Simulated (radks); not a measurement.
The numbers below are computed, except where a source is named.
Nb IV, configuration [Kr] 4d2. Code: a radial shooting solver on a logarithmic mesh with Libxc functionals. Model: Dirac Kohn-Sham, PBEsol, spin-unpolarised, spherical densities, point nucleus; open shells are shared between the two j in proportion to 2j + 1.

Normalised radial functions P(r) = r R(r) (large component), r in bohr:

r,3d5/2,4s1/2
0.001227,0.0000,0.0391
0.001611,0.0000,0.0498
0.002097,0.0000,0.0627
0.002753,0.0000,0.0790
0.003585,0.0001,0.0980
0.004705,0.0002,0.1209
0.006176,0.0003,0.1466
0.008042,0.0007,0.1730
0.01056,0.0016,0.1988
0.01374,0.0033,0.2179
0.01804,0.0070,0.2240
0.02349,0.0144,0.2071
0.03083,0.0296,0.1548
0.04047,0.0590,0.0586
0.0527,0.1116,-0.0749
0.06917,0.2061,-0.2308
0.09007,0.3549,-0.3492
0.1182,0.5813,-0.3615
0.1552,0.8767,-0.1978
0.2021,1.1874,0.1169
0.2652,1.4441,0.4591
0.3454,1.5276,0.5814
0.4533,1.3788,0.3189
0.595,1.0299,-0.2666
0.7748,0.6264,-0.8358
1.017,0.2881,-1.0850
1.324,0.0985,-0.9130
1.738,0.0215,-0.5239
2.263,0.0030,-0.2074
2.971,0.0002,-0.0501
3.9,0.0000,-0.0067
5.078,0.0000,-0.0005

3d5/2: eigenvalue -226.36 eV, 0 radial nodes, <r> = 0.434 bohr, 90 % of the charge inside 0.696 bohr. 4s1/2: eigenvalue -88.842 eV, 3 radial nodes at r = 0.0458, 0.185, 0.531 bohr, <r> = 1.15 bohr, 90 % of the charge inside 1.67 bohr.
